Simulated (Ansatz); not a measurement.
A set of 12 reactions (hydrogenolysis), with CCSD(T)/CBS values in kJ/mol:

```
                                                             reaction     ΔE
                     `O/C=C(\Cl)[SiH2]O` + H₂ → `O/C=C/[SiH2]O` + HCl  -64.8
                     `C[SiH2]S[SiH2]Cl` + H₂ → `C[SiH2]S[SiH3]` + HCl   78.2
                  `[OH][Sb]1[CH2][O]1` + H₂ → `[CH2]1[O][SbH]1` + H₂O   10.0
                              `CN[SiH2]CN` + H₂ → `CN[SiH3]` + CH₃NH₂  -26.7
          `C=[CH][Ga]([NH2])[SiH3]` + H₂ → `[NH2][GaH][SiH3]` + `C=C`  -18.2
`[SiH3][O][In]([Cl])[O][SiH3]` + H₂ → `[SiH3][O][InH][O][SiH3]` + HCl   75.6
             `C=[C](I)[In]([OH])[Cl]` + H₂ → `[OH][InH][Cl]` + `C=CI`  -24.0
                                    `CN=C(F)F` + H₂ → `C/N=C\F` + H–F  -82.2
                          `CO[Si](C)(N)Br` + H₂ → `CO[SiH](C)N` + HBr  101.1
                      `C[NH][SnH2][SiH3]` + H₂ → `C[NH][SnH3]` + SiH₄   10.4
                       `[CH3][GaH][SiH3]` + H₂ → `[CH3][GaH2]` + SiH₄   -0.5
                                          `BBC=N` + H₂ → `C=N` + `BB`  -19.3
```

Gas-phase electronic energies from Ansatz, PBE0-D4/def2-TZVP geometries. CCSD(T)/CBS adds triple-zeta CCSD(T) − MP2 to the extrapolated MP2 energy (def2 sets, frozen cores). This one scheme is used for every species. Double bonds are as drawn, so ΔE can hold a change between cis and trans. Functionals use def2-TZVPP. B3LYP here is the variant with VWN-RPA as its local correlation; programs differ in this. Elements past krypton have def2 core potentials. For Br, Ga, I, In, Sb, Sn outer-core shells are correlated without core-valence functions, which leaves a few kJ/mol of doubt a bond. Scalar relativity is left out up to krypton. Each species was taken in one conformer, which may not be the lowest.

(1) Give the mean, mean absolute and largest difference (level minus CCSD(T)/CBS, kJ/mol) for: PBE0-D4, ωB97X-V, ωB97M-V, B2PLYP, r2SCAN, PBE0, B3LYP, HF/def2-TZVPP, MP2/def2-TZVPP, SCS-MP2/def2-TZVPP, CCSD(T)/def2-TZVPP, MP2/def2-QZVPP, HF/CBS(def2), MP2/CBS(def2). (An estimate is asked.)

The largest T1 diagnostic in the set is 0.017, for `[OH][Sb]1[CH2][O]1` (customary mark 0.02).

CCSD(T)/CBS is a level of theory with its own doubt, and the functionals carry their triple-zeta basis error, so these figures describe this set and don't rank the functionals.

Results:

(1) Ansatz gave: 
| level | mean | mean absolute | largest |
| --- | --- | --- | --- |
| PBE0-D4 | -0.6 | 5.5 | 15.7 |
| ωB97X-V | -2.8 | 6.6 | 19.3 |
| ωB97M-V | -2.2 | 5.4 | 17.0 |
| B2PLYP | -5.3 | 6.9 | -12.7 |
| r2SCAN | 2.0 | 5.7 | 23.8 |
| PBE0 | -5.6 | 8.1 | -21.3 |
| B3LYP | -9.9 | 12.0 | -25.5 |
| HF/def2-TZVPP | -22.8 | 24.5 | -40.3 |
| MP2/def2-TZVPP | 2.7 | 3.6 | 9.5 |
| SCS-MP2/def2-TZVPP | -3.1 | 3.9 | -10.7 |
| CCSD(T)/def2-TZVPP | -3.9 | 4.9 | -7.6 |
| MP2/def2-QZVPP | 5.0 | 5.2 | 11.3 |
| HF/CBS(def2) | -22.7 | 24.5 | -40.2 |
| MP2/CBS(def2) | 6.6 | 7.0 | 12.6 |
